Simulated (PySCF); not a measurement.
Job file and geometry (Å, from GFN2-xTB) of an NMR shielding run on `InChI=1S/H15NSi6/c2-1-5-7(4)6-3/h1,7H,5-6H2,2-4H3/t7-/m0/s1`, PySCF 2.14.0, density-fitted response routines, GIAO PBE0/pcSseg-1 NMR shielding, non-relativistic, gas phase; density fitting, a coarse starting grid and PySCF grid level 2 are the driver's defaults:

```
$ OMP_NUM_THREADS=1 python probes_run.py task.json out

{"job": {"kind": "nmr", "xc": "PBE0", "basis": "pcSseg-1"}, "charge": 0, "multiplicity": 1}
Si     2.414295     1.949111    -0.229874
N      1.639222     0.939222    -1.397053
Si     1.483666    -0.795626    -1.431787
Si     0.041893    -1.424076     0.277364
Si    -1.401674    -3.120171    -0.405364
Si    -1.126842     0.359981     1.251230
Si    -2.138851     1.799634    -0.246595
H      2.305578     1.235639     1.041461
H      1.689724     3.221184    -0.224777
H      3.827416     2.185268    -0.552510
H      1.495035     1.387484    -2.286902
H      0.942429    -1.066277    -2.772218
H      2.825300    -1.400173    -1.402259
H      0.879785    -2.032889     1.343604
H     -2.310027    -3.578917     0.648160
H     -0.725480    -4.325068    -0.894614
H     -2.259824    -2.670175    -1.506006
H     -2.156175    -0.181647     2.162754
H     -0.272206     1.127874     2.173115
H     -3.076555     1.078944    -1.115583
H     -1.171312     2.447690    -1.134128
H     -2.915809     2.882372     0.363941
```

Task: Write the output of this run.

Result: 
```
coarse grid: 20112 points
cycle   1  E = -1799.7985181801  dE = -7.243e-02  |g| = 4.553e-01  |ddm| = 4.149e+00
cycle   2  E = -1799.7490222089  dE =  4.950e-02  |g| = 6.505e-01  |ddm| = 1.064e+00
cycle   3  E = -1799.8420766778  dE = -9.305e-02  |g| = 6.274e-02  |ddm| = 7.346e-01
cycle   4  E = -1799.8429589949  dE = -8.823e-04  |g| = 1.515e-02  |ddm| = 9.178e-02
cycle   5  E = -1799.8430237046  dE = -6.471e-05  |g| = 5.289e-03  |ddm| = 3.307e-02
cycle   6  E = -1799.8430338918  dE = -1.019e-05  |g| = 6.359e-04  |ddm| = 9.496e-03
cycle   7  E = -1799.8430339948  dE = -1.030e-07  |g| = 1.750e-04  |ddm| = 1.168e-03
final grid: 163128 points
cycle   8  E = -1799.8758271985  dE = -2.288e-05  |g| = 4.555e-03  |ddm| = 2.585e-02
cycle   9  E = -1799.8758223882  dE =  4.810e-06  |g| = 6.417e-03  |ddm| = 1.034e-02
cycle  10  E = -1799.8758311133  dE = -8.725e-06  |g| = 5.591e-04  |ddm| = 6.192e-03
cycle  11  E = -1799.8758311705  dE = -5.727e-08  |g| = 1.099e-04  |ddm| = 7.194e-04
cycle  12  E = -1799.8758311741  dE = -3.572e-09  |g| = 3.479e-05  |ddm| = 2.206e-04
cycle  13  E = -1799.8758311746  dE = -4.661e-10  |g| = 6.783e-06  |ddm| = 7.003e-05
converged SCF energy = -1799.8758311746

GIAO shielding tensors (ppm)
atom      isotropic    diamagn.    paramagn.     s11        s22        s33       span
  0 Si     404.390     879.823    -475.433    359.991    387.084    466.095    106.104
  1 N      274.193     324.312     -50.119    247.593    259.198    315.789     68.196
  2 Si     391.501     880.727    -489.226    326.715    388.440    459.347    132.632
  3 Si     489.143     883.717    -394.574    453.571    496.582    517.275     63.704
  4 Si     462.902     880.343    -417.441    444.577    461.096    483.032     38.455
  5 Si     469.548     882.472    -412.924    449.987    468.530    490.127     40.140
  6 Si     463.964     881.566    -417.602    447.245    464.450    480.197     32.952
  7 H       27.148      31.350      -4.202     23.495     28.130     29.819      6.324
  8 H       27.017      29.877      -2.860     23.074     26.064     31.914      8.840
  9 H       26.938      28.030      -1.092     22.865     24.578     33.370     10.506
 10 H       32.442      32.352       0.090     23.279     29.265     44.783     21.505
 11 H       26.701      30.495      -3.794     22.920     26.101     31.082      8.162
 12 H       26.406      29.304      -2.898     21.566     25.330     32.323     10.757
 13 H       28.003      31.176      -3.173     24.482     25.299     34.227      9.745
 14 H       28.159      29.137      -0.978     24.244     25.995     34.238      9.994
 15 H       28.221      28.893      -0.672     24.306     25.798     34.559     10.253
 16 H       28.199      29.669      -1.470     24.548     26.728     33.322      8.774
 17 H       28.055      30.612      -2.557     23.998     25.866     34.301     10.303
 18 H       27.940      31.352      -3.412     24.441     25.857     33.522      9.081
 19 H       28.184      30.435      -2.250     24.430     26.748     33.375      8.945
 20 H       28.179      31.472      -3.293     23.585     28.262     32.691      9.106
 21 H       28.111      29.469      -1.358     24.516     25.052     34.767     10.252
```

Task: Turn these shieldings into chemical shifts. Referencing at the same level of theory: TMS for 29Si (349.16 ppm), 1H (31.72 ppm); 15N (267.73 ppm) against NH3.

Result: Averaging equivalent atoms: Si 2: -42.3; Si 0: -55.2; Si 4: -113.7; Si 6: -114.8; Si 5: -120.4; Si 3: -140.0; N 1: -6.5; H 12: 5.31; H 11: 5.02; H 7/8/9: 4.68; H 18: 3.78; H 13: 3.71; H 17: 3.66; H 19/20/21: 3.56; H 14/15/16: 3.52; H 10: -0.73 ppm. Experimental scales use liquid or dissolved standards, which lie at an offset from isolated NH3 (liquid NH3: subtract about 20 ppm).

Size and cost of the density-fitted run: 236 basis functions, 64 s wall time on 1 thread of an Arm Neoverse V1, shared host; peak memory 1.1 GiB.
